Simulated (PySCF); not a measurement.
Compound: C₄H₁₂BN.
SMILES: `[NH3+][BH2-]C1CCC1`

Jobs on this species (18 atoms, 48 electrons) with PySCF (density fitting). Hardware of each: one thread, Arm Neoverse V2 (aarch64) (shared host). The host was shared with other jobs, so the times are rough. Peak memory is the resident size of the whole Python process, interpreter and libraries included.

```json
{"level and settings": "PBE/3-21G, fitting basis def2-qzvpp-jkfit, start guess atom", "work": "shieldings, ring-centre shieldings, charges and field gradients", "basis functions": "78", "SCF cycles": "?", "wall time": "?", "peak memory": "?"}
{"level and settings": "PBE0/pcSseg-1", "work": "shieldings, ring-centre shieldings, charges and field gradients, density and orbital grids written", "basis functions": "162", "SCF cycles": "12", "wall time": "20 s", "peak memory": "0.75 GiB"}
{"level and settings": "PBE0/def2-SVPD", "work": "6 singlets by full TDDFT, 2 Tamm–Dancoff triplets, polarisability, density and orbital grids written", "basis functions": "216", "SCF cycles": "12", "wall time": "28 s", "peak memory": "0.88 GiB"}
{"level and settings": "PBE0/MINI, damping 0.1 at the start, DIIS from the seventh cycle", "work": "25 singlets by TDA, polarisability", "basis functions": "42", "SCF cycles": "11", "wall time": "4.3 s", "peak memory": "0.41 GiB"}
```

**Question.** Fill in the missing figures.

**Answer.** 
- PBE/3-21G, fitting basis def2-qzvpp-jkfit, start guess atom; shieldings, ring-centre shieldings, charges and field gradients: 7.9 s, 0.47 GiB, 11 SCF cycles

**Question.** What do all jobs in the table cost together?

**Answer.** About 60 s; the longest takes about 47 % of that, and about 6.5 times as long as the shortest.
